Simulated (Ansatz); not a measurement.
**Abstraction of H: GaH2(NH2) + GeH2I → GaH(NH2) + GeH3I**

Species: GaH2(NH2), singlet; GeH2I `[GeH2][I]`, doublet; GaH(NH2), doublet; GeH3I `[GeH3][I]`, singlet. A radical takes H: the energy is the difference in strength between the Ga–H bond broken and the Ge–H bond made.

Shapes, held fixed at every level: PBE0-D4/def2-TZVP. Flexible molecules stand in one conformer, not always the lowest. Programs: Ansatz 0.2.0. The zero-point and thermal change to 298 K, harmonic and unscaled (PBE0-D4/def2-TZVP), is +1.8 kJ/mol.

```json
{"level": "MP2/def2-SVP", "kind": "perturbation theory", "ΔH(298 K) (kJ/mol)": "-2.3", "less CCSD(T)/def2-TZVPP": "-2.2"}
{"level": "MP2/def2-TZVPP", "kind": "perturbation theory", "ΔH(298 K) (kJ/mol)": "-2.7", "less CCSD(T)/def2-TZVPP": "-2.6"}
{"level": "B3LYP-D4/def2-TZVPP", "kind": "global hybrid", "ΔH(298 K) (kJ/mol)": "+4.9", "less CCSD(T)/def2-TZVPP": "+5.0"}
{"level": "PBE0-D4/def2-TZVPP", "kind": "global hybrid", "ΔH(298 K) (kJ/mol)": "+1.6", "less CCSD(T)/def2-TZVPP": "+1.7"}
{"level": "wB97M-V/def2-TZVPP", "kind": "range-separated hybrid", "ΔH(298 K) (kJ/mol)": "+3.2", "less CCSD(T)/def2-TZVPP": "+3.3"}
{"level": "CCSD(T)/def2-SVP", "kind": "coupled cluster or CI", "ΔH(298 K) (kJ/mol)": "+0.4", "less CCSD(T)/def2-TZVPP": "+0.5"}
{"level": "CCSD/def2-SVP", "kind": "coupled cluster or CI", "ΔH(298 K) (kJ/mol)": "+0.4", "less CCSD(T)/def2-TZVPP": "+0.5"}
{"level": "CCSD(T)/def2-TZVPP", "kind": "coupled cluster or CI", "ΔH(298 K) (kJ/mol)": "-0.1", "less CCSD(T)/def2-TZVPP": "0.0"}
```

The highest level, CCSD(T)/def2-TZVPP, gives ΔH(298 K) = -0.1 kJ/mol; the levels span -2.7 to +4.9. That is about zero within the method's error. They disagree on the sign: 5 of 8 are positive. The column of differences is taken from that level and isn't an error. No measured value is set beside it here. Open shells run unrestricted. For atoms past krypton def2 sets carry core potentials with scalar relativity. Relativity is left out for Ga, Ge. Outer-core shells of Ga, Ge, I are correlated, in sets that cover them unevenly.
